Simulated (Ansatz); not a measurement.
One change: `C#[C][Al]([F])[F]` becomes `[NH2][Al]([F])[F]`.

Ansatz, PBE0-D4/def2-TZVP geometries, multiplicity 1. Each molecule was computed in one conformer, which needn't be the lowest.

| property | `C#[C][Al]([F])[F]` |
| --- | --- |
| HOMO energy (B3LYP/def2-TZVPP) / eV | -8.56 |
| zero-point energy (PBE0-D4/def2-TZVP) / kJ/mol | 63.3 |
| size of the dipole moment (PBE/def2-TZVPP) / D | 2.14 |
| HOMO–LUMO gap (PBE/def2-TZVPP) / eV | 5.41 |
| LUMO energy (B3LYP/def2-TZVPP) / eV | -1.57 |
| HOMO energy (PBE/def2-TZVPP) / eV | -7.58 |

Problem. What does the change do to each property? (Best estimate.)

Solution. Computed: 
| property | `[NH2][Al]([F])[F]` | shift |
| --- | --- | --- |
| HOMO energy (B3LYP/def2-TZVPP) / eV | -7.79 | 0.77 |
| zero-point energy (PBE0-D4/def2-TZVP) / kJ/mol | 81.5 | 18.2 |
| size of the dipole moment (PBE/def2-TZVPP) / D | 2.53 | 0.39 |
| HOMO–LUMO gap (PBE/def2-TZVPP) / eV | 5.05 | -0.36 |
| LUMO energy (B3LYP/def2-TZVPP) / eV | -1.02 | 0.55 |
| HOMO energy (PBE/def2-TZVPP) / eV | -6.58 | 1.00 |

With PBE0 the HOMO rises by 0.79 eV and the LUMO rises by 0.65 eV, so the gap narrows by about 0.14 eV. PBE moves the HOMO by 1.00 eV and ωB97M-V by 0.65 eV. Dipoles are sizes alone; their direction can turn.

B3LYP here is the variant with VWN-RPA as its local correlation; programs differ in this.
